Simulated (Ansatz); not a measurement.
## Counterpoise correction, worked out

The pair of NH$_{3}$ (SMILES N, atoms 1–4) and GeH$_{4}$ (SMILES [GeH4], atoms 5–9), both closed shells, in one local arrangement (a lower one may exist), relaxed at PBE0-D4/def2-TZVP:

N1  (0.032, 0.031, -1.691)
H2  (0.377, -0.839, -2.076)
H3  (-0.890, 0.186, -2.080)
H4  (0.631, 0.771, -2.037)
Ge5  (-0.030, -0.029, 1.552)
H6  (-0.058, -0.058, 3.097)
H7  (1.175, -0.853, 1.085)
H8  (0.102, 1.431, 1.107)
H9  (-1.339, -0.640, 1.043)
(Å)

Computed with Ansatz 0.2.0 (basis: def2-TZVPPD); correlated methods freeze the cores. Filled d shells of the heavier atoms are correlated. The def2 sets are not built for correlating such inner shells, so the correlated values are less sure here.

CCSD(T) total energies in eV:

| system | geometry | basis functions | energy |
| --- | --- | --- | --- |
| pair | pair | all | -58081.91287 |
| NH$_{3}$ | as in the pair | all (partner as ghosts) | -1536.86983 |
| GeH$_{4}$ | as in the pair | all (partner as ghosts) | -56544.97550 |
| NH$_{3}$ | as in the pair | its own | -1536.86047 |
| GeH$_{4}$ | as in the pair | its own | -56544.95600 |
| NH$_{3}$ | free (PBE0-D4 minimum) | its own | -1536.86075 |
| GeH$_{4}$ | free (PBE0-D4 minimum) | its own | -56544.96248 |

Work out the interaction energy with and without the counterpoise correction, the superposition error, and the binding energy from the relaxed fragments.

Without correction: -58081.91287 − (-1536.86047) − (-56544.95600) = -0.09640 eV.
With correction (each fragment in the whole basis): -58081.91287 − (-1536.86983) − (-56544.97550) = -0.06754 eV = -1.56 kcal/mol.
The superposition error is the difference, 0.02886 eV, 30 % of the uncorrected value: each fragment borrows its partner's functions.
Deformation from the free shapes: 0.00028 eV for NH$_{3}$ and 0.00648 eV for GeH$_{4}$.
Binding energy from relaxed fragments: -0.06754 + 0.00028 + 0.00648 = -0.06078 eV = -1.40 kcal/mol (electronic, without zero-point energy; negative means bound). For comparison, the corrected interaction energy by CCSD(T) at an estimated basis limit (MP2 extrapolated from triple and quadruple zeta, plus CCSD(T) − MP2 in triple zeta) is -0.077 eV; triple zeta with the correction binds less.

The T1 diagnostic stays at or below 0.012.

For scale, one of the runs: CCSD(T)/def2-TZVPPD, 210 basis functions, launched by `ansatz run in.yaml --threads 4 --pin off --events-out ev --progress --plain --max-ram 9574MiB`. Hardware: 4 CPU threads of an Intel Xeon Platinum 8259CL, shared host. Wall time 32 s; peak host memory 2.9 GiB.
